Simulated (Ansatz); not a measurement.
Basis-set extrapolation for C4H7AlO, SMILES `C=C(C)[CH]1[O][AlH]1` (PBE0-D4/def2-TZVP geometry, frozen core, Ansatz 0.2.0). Multiplicity 1, RHF reference.

|  | def2-TZVPP | def2-QZVPP |
| --- | --- | --- |
| HF | -472.369611 | -472.387510 |
| MP2 correlation | -0.975814 | -1.042161 |
| CCSD(T) correlation | -1.059619 | not run |

Energies in hartree. Use E(X) = E(∞) + A·exp(−7.88·√X) for Hartree–Fock and E(X) = E(∞) + B·X^(−2.97) for correlation, with X = 3 and 4, and add CCSD(T) minus MP2 of the smaller set to the MP2 limit.

**Question.** What is the CCSD(T) energy at the basis-set limit?

**Answer.** HF limit: -472.387510 + (-0.017899) × 0.13774 = -472.38998. MP2 limit: -1.042161 + (-0.066347) × 0.74074 = -1.09131. Higher-order term: -1.059619 − (-0.975814) = -0.08381. Total: -473.56510 hartree, 356.7 kJ/mol below CCSD(T)/def2-TZVPP.
